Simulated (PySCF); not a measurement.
PySCF input (M06-2X/6-31G* with LANL2DZ past Ar (5d)):

```python
from pyscf import gto, dft

mol = gto.M(
    atom='''
    As   -0.02388811   -0.04908631   -0.02812370
    H    -0.00211194    1.45250692   -0.32091890
    H     0.79041952    0.16734137    1.24900104
    ''',
    basis={'default': '6-31g*', 'As': 'lanl2dz'},
    ecp={'As': 'lanl2dz'},
    charge=0,
    spin=1,
    verbose=4,
)

mf = dft.UKS(mol, xc='m062x')
mf.grids.level = 4
mf.conv_tol = 1e-9
mf.max_cycle = 100
mf.max_memory = 1500
mf.kernel()
if not mf.converged:
    mf = mf.newton()
    mf.kernel(mf.make_rdm1())
mo, _, stable, _ = mf.stability(return_status=True)
if not stable:
    mf.kernel(mf.make_rdm1(mo, mf.mo_occ))
    stable = mf.stability(return_status=True)[2]
mf.dip_moment()
```

Problem. What final total energy does it give?

Solution. -7.22123 Eh.
